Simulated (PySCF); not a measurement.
# Debugging a PySCF script (LiSe⁻)

```python
from pyscf import gto, scf, cc

mol = gto.M(
    atom='Li 0 0 0; Se 0 0 2.325',
    basis='ano-rcc-vdzp',
    charge=-1,
    spin=0,
    verbose=4,
)
mf = scf.RHF(mol)
mf = mf.sfx2c1e()
mf.level_shift = -0.2
mf.kernel()
mycc = cc.CCSD(mf, frozen=9)
mycc.kernel()
e = mycc.eeccsd(nroots=5)[0]
print('roots (eV) =', (e*27.211386).round(3))
mf.dip_moment()
print('orbital energies (hartree):', mf.mo_energy[..., max(0, mol.nelec[1]-3):mol.nelec[0]+3].round(4))
```

```bash
$ OMP_NUM_THREADS=1 python input.py
```

The log, shortened:

```
[earlier lines left out]
cycle = 46  E_corr(CCSD) = -0.232677502287959  dE = 0.0516589464  norm(t1,t2) = 0.241178
cycle = 47  E_corr(CCSD) = -0.279883246638111  dE = -0.0472057444  norm(t1,t2) = 0.605471
cycle = 48  E_corr(CCSD) = -0.292342020897987  dE = -0.0124587743  norm(t1,t2) = 0.235637
cycle = 49  E_corr(CCSD) = -0.291823231583621  dE = 0.000518789314  norm(t1,t2) = 0.147282
cycle = 50  E_corr(CCSD) = -0.296245153144719  dE = -0.00442192156  norm(t1,t2) = 0.163068
CCSD not converged
E(CCSD) = -2435.764111890073  E_corr = -0.2962451531447195

******** <class 'pyscf.cc.eom_rccsd.EOMEESinglet'> ********
max_space = 20
max_cycle = 50
conv_tol = 1e-07
partition = None
EOM-CCSD root 0 E = 0.003964585793821113  qpwt = 0.760866  conv = True

******** <class 'pyscf.cc.eom_rccsd.EOMEETriplet'> ********
max_space = 20
max_cycle = 50
conv_tol = 1e-07
partition = None
EOM-CCSD root 0 E = -0.0005066151929778578  qpwt = 0.749767  conv = True

******** <class 'pyscf.cc.eom_rccsd.EOMEESpinFlip'> ********
max_space = 20
max_cycle = 50
conv_tol = 1e-07
partition = None
EOM-CCSD root 0 E = -0.0005066145780884806  qpwt = 0.749767  conv = True
EOM-CCSD root 1 E = 0.01114385057816615  qpwt = 0.793803  conv = True
roots (eV) = [-0.014 -0.014 -0.014  0.108  0.303  0.303]
Dipole moment(X, Y, Z, Debye): -0.00005, -0.00009, -9.55451
orbital energies (hartree): [-0.1808 -0.1521 -0.138   0.0226  0.0627  0.0629]
```

Task: Which setting is at fault, why, and what does a mended input give?

Result: The level shift (hartree) (-0.2): a negative shift narrows the gap and lets the occupation swap. With this edit
```diff
- mf.level_shift = -0.2
```
the run finishes: E(SCF) = -2435.585143 Eh, 10 cycles, E(CCSD) − E(SCF) = -0.18053 Eh, excitation roots 0.862, 0.862, 0.862, 0.862, 0.862, 0.943 eV.

The basis has no diffuse functions, which an anion needs. Stability towards an unrestricted solution was not tested. The bond length is a typed value, not an optimised one. The dipole of an ion depends on the origin.
